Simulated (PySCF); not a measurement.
Si(Cl)(Br)(Me)(Vi), SMILES C=C[Si](C)(Cl)Br at its B3LYP/def2-SVP optimised geometry (Å):

```
12

C     -0.2612     1.4428     0.0198
C     -0.9671     0.3033     0.0000
Si    -0.1952    -1.3906     0.0000
C      1.6730    -1.3906     0.0000
Cl    -0.8766    -2.4244    -1.6798
Br    -0.9317    -2.4954     1.8196
H      0.8344     1.4542     0.0367
H     -0.7468     2.4251     0.0206
H     -2.0631     0.3607    -0.0155
H      2.0481    -2.4251    -0.0008
H      2.0587    -0.8814    -0.8978
H      2.0631    -0.8821     0.8957
```

Computed with B3LYP/def2-TZVP run with PySCF 2.14.0.

Map of the electrostatic potential (hartree/e), clipped to [-0.08, 0.12] on the plane z = 0.8 Å:

```
|.....::::::::::::::::::....|
|....::::::::::::::::::::...|
|....:::::::::::::::::::::..|
|....:::::----:::::::::::::.|
|...:::::--===-:::::::::::::|
|...:::::-=**+=--:::::::::::|
|...:::::-=*%#+=----::::::::|
|..:::::::=*@@@#+==--:::::::|
|..:::::::-#@@@@%#+=--::::::|
|..::::::-=#@@@@%#*=--::::::|
|..:::---=*@@@@@**+=--::::::|
|..:::-=+#@@@@%*===----:::::|
|..::-=+*@@@@@*+=====--:::::|
|..:::-=+%@@@@%*+==+*+=-::::|
|...:::-=+@@@@@@%*#@@@*-::::|
|....:::-+%@@@@@@@@@@@@-::::|
|......:-+@@@@@@@@@@@@%-::::|
|......:-*@@@@@@@@@@@@*-:::.|
|...  ..-#@@@@@@@@@@@#=::::.|
|.     .-%@@@@@@@%@@%+-:::..|
|      .-@@@@@@@#++*#+-:::..|
|       :#@@@@@#=-=+*+-:::..|
|       .=@@@@+--:--=--:::..|
|        .-++-::::::--::::..|
|          ........::::::...|
|               .....::.....|
|                ...........|
```
Scale: ten equal steps from -0.021 (start of ' ') to 0.120 (end of '@'), in the order ' .:-=+*#%@'; x runs from -4.50 to 4.50, y from -4.50 (bottom) to 4.50 (top).
